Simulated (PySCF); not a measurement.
Ligands exchanged one at a time, Al H-CH3. Gas-phase values, no solvent. Strings in code marks are SMILES.

The four lowest singlet excitations (Tamm–Dancoff). These are M06-2X/def2-TZVP (PySCF) values and carry that method's errors. Excitations are Tamm–Dancoff values on a coarser integration grid. The basis has no diffuse functions, so Rydberg states are missing or too high.

```tsv
state	energy (eV)	wavelength (nm)	oscillator strength
S1	5.22	237	0.002
S2	5.35	232	0.000
S3	7.62	163	0.260
S4	7.90	157	0.001
```

Q: Identify which member gives these states.
A. `[CH3][AlH][CH3]`
B. `[CH3][Al]([CH3])[CH3]`
C. `[CH3][AlH2]`

A: C, `[CH3][AlH2]`
